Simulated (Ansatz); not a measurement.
Ansatz (a quantum-chemistry and plane-wave program) input:

Ansatz 0.2 input:
```yaml
crystal:
  periodic: [false, false, false]
  atoms:
    - {symbol: W, position_ang: [-0.00000000, -0.00000000, -0.02254460]}
    - {symbol: H, position_ang: [0.00000000, 0.00000000, 1.66830005]}
basis:
  gaussian:
    orbitals: def2-TZVPP
hamiltonian:
  xc: pbe
magnetization: {spin_polarized: true, initial_magnetization: 3}
correlation: {method: rpa, electrons: outside_noble_gas}
```

Q: Predict the final energy.

A: -67.11454 Eh (RPA@PBE/def2-TZVPP). The basis has 70 functions.

The spin state was set by rule; other spins were not relaxed.

The determinant is spin-contaminated: <S^2> is 4.50 against 3.75 for a pure state.
